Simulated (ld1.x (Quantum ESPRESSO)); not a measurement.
PBEsol PAW dataset for In (Z = 49), scalar-relativistic all-electron reference.

ld1.x (Quantum ESPRESSO) 7.5 input, shortened:

```
&input
   title='In', zed=49., rel=1, dft='PBESOL', iswitch=3,
   config='[Kr] 4d10 5s2 5p1'
 /
 &inputp
   pseudotype=3, lpaw=.true., tm=.true., lloc=-1, rcloc=1.95,
   nlcc=.true., new_core_ps=.true.,
   which_augfun='PSQ', rmatch_augfun_nc=.true.
 /
6
5S  1  0   2.00   0.00  2.15  2.40  0.0
5S  1  0   0.00   0.05  2.15  2.40  0.0
5P  2  1   1.00   0.00  2.80  3.20  0.0
5P  2  1   0.00   1.25  2.80  3.20  0.0
4D  3  2  10.00   0.00  1.40  1.55  0.0
4D  3  2   0.00   0.10  1.40  1.55  0.0
 &test
   configts(1)='4d10 5s2 5p1'
 /
```

All-electron outer shells of the reference configuration (PBEsol, scalar-relativistic, ld1.x):

```tsv
shell	level (eV)	outermost node (bohr)	outermost maximum (bohr)
4s	-119.51	0.41	0.77
4p	-78.02	0.42	0.82
4d	-18.59	0.40	0.94
5s	-8.25	1.02	2.16
5p	-2.52	1.14	2.85
```

Results:

| Property | Result |
| --- | --- |
| Cutoffs needed | 50 Ry and 90 Ry (the cutoffs (Ry, on a coarse ladder) from which the occupation-weighted sum of valence levels, in a spherical-Bessel basis at the reference potential, stays within 10 and 1 mRy of its value at 400 Ry) |
| Ghost test | no extra level below or beside the all-electron valence levels (s, p, d, f tested) (spherical-Bessel basis up to 400 Ry, 20 bohr box) |
| Largest excitation error | -231 meV (all-electron minus pseudo) for 4d9 5s0 5p0, out of 7 test configurations |
| Lowest eigenvalue of the overlap operator | 0.31 (s channel) |
| Density cutoff estimated by the generator | 231 Ry |

Generation and tests took about 2.4 s on one core of a shared server CPU.
